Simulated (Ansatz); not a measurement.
Basis sets compared for Cu(PF3)H (CuPHF₃). Total charge 0; singlet. Geometry PBE0-D4/def2-SVP. Ansatz on 4 threads of Intel Xeon on a shared host; times are rough, and most runs start from earlier orbitals.

Cartesian coordinates in Å:
```
Cu -0.906 1.109 0.669
P 0.342 -0.425 -0.259
F -0.348 -1.717 -0.846
F 1.456 -1.120 0.617
F 1.224 -0.031 -1.507
H -1.768 2.184 1.326
```

The 6-31G sets use Cartesian d functions. B3LYP takes the VWN-RPA correlation.

Binding counts from free atoms (Cu doublet, P quartet, F doublet, H doublet) in the same basis, without a counterpoise term.

```
                            level  functions  energy (Eh)  HOMO (eV)  LUMO (eV)  binding per atom (eV)  wall time
                         HF/6-31G         71   -2278.0888      -9.12       0.76                   1.14      2.3 s
                     HF/def2-TZVP        181   -2278.7940      -9.22       1.69                   1.93        6 s
                  PBE-D4/def2-SVP         96   -2280.8177      -5.66      -2.23                   3.34      2.6 s
                 PBE-D4/def2-TZVP        181   -2281.5991      -5.93      -2.62                   3.38      3.8 s
r2SCAN-D4/def2-TZVP (with forces)        181   -2282.1145      -6.05      -2.47                   3.29      7.5 s
                   B3LYP-D4/6-31G         71   -2281.6192      -6.62      -2.22                   2.49      3.4 s
               B3LYP-D4/def2-TZVP        181   -2282.3408      -6.85      -1.99                   3.20      6.5 s
                 PBE0-D4/def2-SVP         96   -2280.8365      -6.74      -1.45                   3.08      5.5 s
                PBE0-D4/def2-TZVP        181   -2281.6064      -6.96      -1.77                   3.16        7 s
```

Estimate the rows for PBE-D4/def2-TZVPD, r2SCAN-D4/def2-TZVPD, PBE0-D4/def2-TZVPD.


```tsv
level	functions	energy (Eh)	HOMO (eV)	LUMO (eV)	binding per atom (eV)	wall time
PBE-D4/def2-TZVPD	220	-2281.6027	-5.97	-2.81	3.37	9.5 s
r2SCAN-D4/def2-TZVPD	220	-2282.1173	-6.08	-2.63	3.29	13 s
PBE0-D4/def2-TZVPD	220	-2281.6092	-6.99	-1.99	3.16	11 s
```
